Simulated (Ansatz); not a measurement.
Computed with Ansatz.

A structure relaxed at PBE0-D4/def2-TZVP, charge 0, multiplicity 1:

```tsv
atom	x (Å)	y (Å)	z (Å)
O1	-0.8159	0.9229	2.5539
B2	0.2026	0.8547	1.6414
O3	1.3895	1.4370	1.9699
C4	0.0811	0.1531	0.2575
C5	-0.9965	-0.4909	-0.2412
C6	-0.6990	-1.0248	-1.6003
C7	0.7126	-0.5990	-1.8261
C8	1.1456	0.0751	-0.7513
H9	-1.6211	0.4967	2.2562
H10	1.3613	1.8417	2.8416
H11	-1.9572	-0.6250	0.2432
H12	-0.8191	-2.1157	-1.6450
H13	-1.3846	-0.6197	-2.3568
H14	1.2729	-0.8150	-2.7256
H15	2.1277	0.5090	-0.6175
```

Task: Give its formula and SMILES.

Result: C5H7BO2, `OB(O)C1=CCC=C1`.

Task: Point group (tolerance 0.08 Å, 0.16 Å for H)?

Result: Cs.

Task: Summarise the bond lengths by kind.

Result: 2 × B–O 1.362 to 1.369 Å; 2 × H–O 0.958 to 0.961 Å; 1 × B–C 1.556 Å; 5 × C–C 1.341 to 1.492 Å; 5 × C–H 1.082 to 1.098 Å.
